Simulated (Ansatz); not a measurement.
Frontier orbitals of AlH$_{6}$N$_{3}$ (`[NH2][Al]([NH2])[NH2]`).

```xyz
10

N     1.2303   -1.2701    0.0946
Al   -0.0001   -0.0001   -0.0008
N    -1.7163   -0.4188    0.1227
N     0.4859    1.6889   -0.2177
H     2.2155   -1.1104    0.2194
H     1.0464   -2.2570    0.0319
H    -2.4780    0.1985   -0.1017
H    -2.0723   -1.3086    0.4278
H     1.4081    1.9945   -0.4783
H    -0.1194    2.4832   -0.0980
```

The species carries charge 0 and has multiplicity 1. All single points use the PBE0-D4/def2-TZVP geometry. It is one conformer, not always the lowest. Basis def2-TZVPP, Ansatz.

```tsv
functional	HOMO (eV)	LUMO (eV)
PBE0	-6.74	0.30
```

(1) Give HOMO and LUMO (eV) with LDA (SPW92), PBE, revPBE, BLYP, r2SCAN, B97M-V, B3LYP, r2SCANh, r2SCAN0, HSE06 (plane-wave form), BHLYP, CAM-B3LYP, LC-ωPBE, ωB97X-V, ωB97M-V, HF. (Best estimate.)

Answers

(1) Computed: 
```json
{"functional": "LDA (SPW92)", "HOMO": "-5.47", "LUMO": "-0.64"}
{"functional": "PBE", "HOMO": "-5.30", "LUMO": "-0.50"}
{"functional": "revPBE", "HOMO": "-5.24", "LUMO": "-0.41"}
{"functional": "BLYP", "HOMO": "-5.17", "LUMO": "-0.50"}
{"functional": "r2SCAN", "HOMO": "-5.60", "LUMO": "0.08"}
{"functional": "B97M-V", "HOMO": "-5.64", "LUMO": "-0.35"}
{"functional": "B3LYP", "HOMO": "-6.48", "LUMO": "-0.02"}
{"functional": "r2SCANh", "HOMO": "-6.14", "LUMO": "0.32"}
{"functional": "r2SCAN0", "HOMO": "-6.95", "LUMO": "0.66"}
{"functional": "HSE06 (plane-wave form)", "HOMO": "-6.33", "LUMO": "-0.07"}
{"functional": "BHLYP", "HOMO": "-8.08", "LUMO": "0.92"}
{"functional": "CAM-B3LYP", "HOMO": "-8.19", "LUMO": "1.08"}
{"functional": "LC-ωPBE", "HOMO": "-9.65", "LUMO": "2.38"}
{"functional": "ωB97X-V", "HOMO": "-9.24", "LUMO": "2.13"}
{"functional": "ωB97M-V", "HOMO": "-9.14", "LUMO": "1.73"}
{"functional": "HF", "HOMO": "-10.24", "LUMO": "2.85"}
```

B3LYP here is the variant with VWN-RPA as its local correlation; programs differ in this. LC-ωPBE has ω = 0.4 bohr⁻¹. Positive LUMOs are unbound and depend on the basis.
